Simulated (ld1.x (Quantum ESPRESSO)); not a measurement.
## What one change does to a pseudopotential (lead, TM)

- Element: lead (Pb)
- Generator: ld1.x (Quantum ESPRESSO) 7.5
- Type: norm-conserving Troullier–Martins (Kleinman–Bylander form)
- Functional: PBEsol
- Relativity: scalar-relativistic
- Frozen core: [Xe] 4f14
- Valence charge: 14
- Reference configuration: 5d10 6s2 6p1.5 (charge +0.5)
- Partial waves: 6s (bound): rc 2.10 bohr; 6p (bound): rc 2.20 bohr; 5d (bound): rc 1.40 bohr
- Local potential: all-electron potential smoothed inside 1.40 bohr (lloc = -1)
- Core correction: a·sin(br)/r model core, default radius (core density twice the valence density)

All-electron outer shells of the reference configuration (PBEsol, scalar-relativistic, ld1.x):

```json
{"shell": "4f", "level (eV)": "-136.60", "outermost node (bohr)": "–", "outermost maximum (bohr)": "0.35"}
{"shell": "5p", "level (eV)": "-89.47", "outermost node (bohr)": "0.49", "outermost maximum (bohr)": "0.88"}
{"shell": "5d", "level (eV)": "-24.81", "outermost node (bohr)": "0.52", "outermost maximum (bohr)": "1.07"}
{"shell": "6s", "level (eV)": "-15.54", "outermost node (bohr)": "1.01", "outermost maximum (bohr)": "1.95"}
{"shell": "6p", "level (eV)": "-6.55", "outermost node (bohr)": "1.18", "outermost maximum (bohr)": "2.57"}
```

Change: all radii but the core radius scaled by about 1.36 (s 2.86, p 3.00, d 1.90 bohr); local potential all-electron potential smoothed inside 1.90 bohr (lloc = -1).

Cutoffs: the cutoffs (Ry, on a coarse ladder) from which the occupation-weighted sum of valence levels, in a spherical-Bessel basis at the reference potential, stays within 10 and 1 mRy of its value at 400 Ry; they do not see the model core or the augmentation charge, which bear on the density cutoff. Errors are all-electron minus pseudo energies relative to the spin-unpolarised reference configuration.

Problem. How do hardness, ghosts and transferability respond?

Solution. The potential gets softer (55 Ry and 90 Ry → 50 Ry and 80 Ry); the bound ghosts move from p, s to s; of the 7 tests that both files solve, the error grows in 6 and shrinks in 0 by more than 15 % and 0.3 meV (median size 13.3 → 21.3 meV). A larger radius leaves more room for a smooth pseudo-wave, so fewer plane waves are needed. More of the atom is replaced by a form fitted at one configuration, so other configurations suffer.

| quantity | base | changed |
| --- | --- | --- |
| cutoff, loose | 55 Ry | 50 Ry |
| cutoff, tight | 90 Ry | 80 Ry |
| loose cutoff by channel (10 mRy a level) | s 18 Ry, p 6 Ry, d 45 Ry | s 8 Ry, p 6 Ry, d 45 Ry |
| bound ghosts | s, p | s |
| error for 5d10 6s2 6p2, meV [ΔE -2.50 eV] | +1.0 | +1.5 |
| error for 5d10 6s2 6p1, meV [ΔE 4.10 eV] | -2.1 | -2.0 |
| error for 5d10 6s2 6p0, meV [ΔE 17.54 eV] | -13 | -21 |
| error for 5d10 6s0 6p0, meV [ΔE 92.74 eV] | -107 | -254 |
| error for 5d10 6s0 6p4, meV [ΔE 15.40 eV] | -20 | -69 |
| error for 5d10 6s2 6p2.3, meV [ΔE -3.31 eV] | +1.4 | +2.5 |
| error for 5d10 6s1 6p0, meV [ΔE 50.02 eV] | -40 | -90 |

 A true bound ghost makes a file unfit for plane-wave use even where its test errors are small: the radial tests pick states by their node count and pass the ghost by.
